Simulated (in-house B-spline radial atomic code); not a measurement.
Results of a calculation; reference values are marked as such.
**Ba in electron gases of falling density**

A nucleus sits in a uniform electron gas with a rigid positive background. The Kohn-Sham equations are solved self-consistently in the spin-unpolarised LDA (PW92), non-relativistic, on B-splines with outgoing waves at the boundary and partial waves to l = 8. The model has no lattice, no bands and no magnetic solution. Atomic units; δ_l are the phase shifts at the Fermi level, counted so that each bound state adds π, and good to about 0.0005.

```
r_s (bohr)     k_F   δ0/π   δ1/π   δ2/π  shallowest bound level (hartree)  σ_tr (bohr²)  Q (a.u.)
       1.5  1.2794  4.201  3.440  2.298                         p -0.0067         21.43     1.939
      1.65  1.1631  4.284  3.516  2.335                         p -0.0591         25.68     1.588
       1.8  1.0662  4.356  3.581  2.362                           p -0.11         34.47     1.504
         2  0.9596  4.437  3.652  2.384                          p -0.166         50.43     1.444
      2.07  0.9271  4.462  3.673  2.388                          p -0.182         56.62     1.413
       2.2  0.8723  4.504  3.709  2.391                          p -0.209         68.55     1.341
       2.4  0.7996  4.561  3.754  2.386                          p -0.245         87.42     1.207
      2.67  0.7188  4.628  3.805  2.370                          p -0.286        112.35     1.013
         3  0.6397  4.702  3.854  2.344                          p -0.328        138.80     0.785
       3.3  0.5816  4.763  3.891  2.319                          p -0.361        156.34     0.604
       3.6  0.5331  4.822  3.923  2.294                          p -0.389        166.38     0.454
         4  0.4798  4.895  3.957  2.262                           p -0.42        168.34     0.301
```

Q = n k_F σ_tr, with n = 3/(4π r_s³).

Task: How does the screening charge move between partial waves as the gas thins?

Result: By (2/π)(2l + 1) δ_l, at r_s = 1.5 it is s 8.40, p 20.64, d 22.98, f and beyond 3.98, and at r_s = 4 s 9.79, p 23.74, d 22.62, f and beyond -0.16. The free atom is [Xe] 6s2.

Task: What end-to-end powers of r_s do the first and last rows give for σ_tr and Q?

Result: σ_tr goes as r_s^+2.10 and Q as r_s^-1.90. Since n k_F/k_F² goes as r_s⁻², Q = 4π n Σ/k_F would fall as r_s⁻² at fixed phase shifts; the sum Σ (l + 1) sin²(δ_l − δ_(l+1)) is 2.792 in the first row and 3.084 in the last, and ranges from 2.77 to 4.62 between them, so these powers are no law.
